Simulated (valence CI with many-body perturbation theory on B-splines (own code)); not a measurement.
I21+: calculated level list

Level of theory: configuration interaction combined with many-body perturbation theory (CI+MBPT): four valence electrons over a frozen Dirac-Fock core [Ar] 3d10, radial functions for each j: 11 s, 11 p, 10 d, 8 f, 5 g, 2 h, with the one-electron correlation potential Σ1 (screened to all orders), the two-electron term Σ2, the three-electron term Σ3, Breit, model QED; selected single and double excitations, second order for the rest, scaled by the run's own slope (own B-spline code, finite nucleus).

No measured levels were compared; by estimate levels hold to about 250 cm⁻¹ or 0.2 % of their energy and the worst to 1 %, as in measured heavy ions of charge 2 to 7; those with d or f electrons hold less well. Among the levels kept, up to 460 cm⁻¹ of a level comes from second order outside the variational space, and about a tenth of that is noise between levels of different J, which matters for small intervals.

Levels 91 to 135 of 186, with energies above the lowest level, (4s^2 4p1/2^2) J=0. "Leading %" is the weight of the configuration and term that name the level; weights of strongly mixed levels are sums over their largest components and can fall short. In the jj column 3d3/2^4 stands for four electrons in 3d with j = 3/2.

| No. | Configuration | Term | J | E (eV) | Leading % | Leading jj | g |
| --- | --- | --- | --- | --- | --- | --- | --- |
| 91 | 4s2 4p 4f | 3D | 3 | 197.87 | 24 | 4s^2 4p1/2 4f7/2 (37 %) | 1.049 |
| 92 | 4s 4p2 4d | 1D | 2 | 200.01 | 58 | 4s 4p3/2^2 4d5/2 (53 %) | 1.043 |
| 93 | 4s2 4d2 | 1G | 4 | 204.35 | 31 | 4s^2 4d5/2^2 (40 %) | 1.102 |
| 94 | 4s2 4d2 | 3F | 3 | 205.11 | 55 | 4s^2 4d3/2 4d5/2 (55 %) | 1.113 |
| 95 | 4s2 4d2 | 3F | 2 | 205.47 | 52 | 4s^2 4d3/2 4d5/2 (27 %) | 0.830 |
| 96 | 4s2 4p 4f | 3G | 4 | 206.10 | 42 | 4s^2 4p3/2 4f5/2 (33 %) | 1.133 |
| 97 | 4s2 4d2 | 1D | 2 | 207.88 | 43 | 4s^2 4d3/2^2 (34 %) | 1.072 |
| 98 | 4s2 4d2 | 3P | 0 | 208.26 | 81 | 4s^2 4d3/2^2 (69 %) |  |
| 99 | 4s2 4d2 | 3P | 1 | 209.50 | 87 | 4s^2 4d3/2 4d5/2 (87 %) | 1.497 |
| 100 | 4s2 4p 4f | 3G | 5 | 210.00 | 95 | 4s^2 4p3/2 4f7/2 (95 %) | 1.199 |
| 101 | 4s2 4d2 | 3P | 2 | 211.51 | 67 | 4s^2 4d5/2^2 (59 %) | 1.377 |
| 102 | 4p3 4d | 3F° | 2 | 212.13 | 38 | 4p1/2^2 4p3/2 4d3/2 (80 %) | 0.974 |
| 103 | 4s2 4p 4f | 1F | 3 | 212.43 | 45 | 4s^2 4p3/2 4f5/2 (40 %) | 1.015 |
| 104 | 4p3 4d | 3F° | 3 | 213.43 | 26 | 4p1/2^2 4p3/2 4d3/2 (72 %) | 1.191 |
| 105 | 4p3 4d | 5D° | 0 | 213.88 | 42 | 4p1/2^2 4p3/2 4d3/2 (85 %) |  |
| 106 | 4s2 4p 4f | 3F | 4 | 214.25 | 43 | 4s^2 4p3/2 4f7/2 (34 %) | 1.216 |
| 107 | 4s2 4p 4f | 3D | 1 | 214.40 | 87 | 4s^2 4p3/2 4f5/2 (87 %) | 0.500 |
| 108 | 4s2 4p 4f | 3D | 2 | 214.68 | 55 | 4s^2 4p3/2 4f5/2 (60 %) | 0.986 |
| 109 | 4s2 4p 4f | 3F | 3 | 214.88 | 38 | 4s^2 4p3/2 4f7/2 (43 %) | 1.154 |
| 110 | 4p3 4d | 5D° | 1 | 214.98 | 50 | 4p1/2^2 4p3/2 4d3/2 (80 %) | 1.291 |
| 111 | 4p3 4d | 5D° | 4 | 216.17 | 40 | 4p1/2^2 4p3/2 4d5/2 (87 %) | 1.303 |
| 112 | 4p3 4d | 5D° | 2 | 217.66 | 37 | 4p1/2^2 4p3/2 4d5/2 (69 %) | 1.332 |
| 113 | 4s2 4d2 | 1S | 0 | 219.07 | 81 | 4s^2 4d5/2^2 (72 %) |  |
| 114 | 4p3 4d | 3G° | 3 | 219.87 | 27 | 4p1/2^2 4p3/2 4d5/2 (49 %) | 1.051 |
| 115 | 4s2 4p 4f | 1D | 2 | 221.22 | 55 | 4s^2 4p3/2 4f7/2 (53 %) | 0.973 |
| 116 | 4s2 4p 4f | 1G | 4 | 222.87 | 50 | 4s^2 4p3/2 4f5/2 (29 %) | 1.012 |
| 117 | 4p3 4d | 3F° | 2 | 222.97 | 37 | 4p1/2 4p3/2^2 4d3/2 (83 %) | 1.024 |
| 118 | 4p3 4d | 1S° | 0 | 223.23 | 49 | 4p1/2 4p3/2^2 4d3/2 (67 %) |  |
| 119 | 4p3 4d | 3D° | 1 | 223.45 | 67 | 4p1/2 4p3/2^2 4d3/2 (70 %) | 0.739 |
| 120 | 4p3 4d | 3F° | 3 | 223.82 | 34 | 4p1/2 4p3/2^2 4d3/2 (75 %) | 1.131 |
| 121 | 4p3 4d | 3D° | 1 | 225.58 | 55 | 4p1/2^2 4p3/2 4d5/2 (63 %) | 0.849 |
| 122 | 4p3 4d | 3G° | 4 | 225.68 | 46 | 4p1/2 4p3/2^2 4d3/2 (68 %) | 1.123 |
| 123 | 4p3 4d | 3D° | 3 | 225.94 | 45 | 4p1/2 4p3/2^2 4d5/2 (87 %) | 1.336 |
| 124 | 4p3 4d | 3F° | 4 | 226.90 | 43 | 4p1/2 4p3/2^2 4d5/2 (79 %) | 1.253 |
| 125 | 4p3 4d | 1G° | 4 | 228.18 | 49 | 4p1/2 4p3/2^2 4d5/2 (72 %) | 1.135 |
| 126 | 4p3 4d | 3G° | 5 | 228.68 | 81 | 4p1/2 4p3/2^2 4d5/2 (81 %) | 1.197 |
| 127 | 4p3 4d | 3F° | 2 | 230.97 | 36 | 4p1/2 4p3/2^2 4d3/2 (67 %) | 0.908 |
| 128 | 4p3 4d | 1P° | 1 | 231.43 | 37 | 4p1/2 4p3/2^2 4d5/2 (50 %) | 1.210 |
| 129 | 4s 4p 4d2 | 5G° | 2 | 232.51 | 53 | 4s 4p1/2 4d3/2^2 (49 %) | 0.522 |
| 130 | 4p3 4d | 3P° | 0 | 233.08 | 60 | 4p1/2 4p3/2^2 4d5/2 (57 %) |  |
| 131 | 4p3 4d | 3P° | 2 | 234.27 | 44 | 4p1/2 4p3/2^2 4d3/2 (50 %) | 1.250 |
| 132 | 4s 4p 4d2 | 5G° | 3 | 234.80 | 40 | 4s 4p1/2 4d3/2 4d5/2 (22 %) | 1.016 |
| 133 | 4p3 4d | 3D° | 3 | 235.27 | 32 | 4p1/2 4p3/2^2 4d3/2 (26 %) | 1.134 |
| 134 | 4p3 4d | 3P° | 1 | 236.10 | 60 | 4p1/2 4p3/2^2 4d3/2 (57 %) | 1.316 |
| 135 | 4p3 4d | 3D° | 2 | 236.36 | 39 | 4p1/2 4p3/2^2 4d5/2 (81 %) | 1.197 |

Where two levels of one J and parity lie close, their mixing, g and order are uncertain.
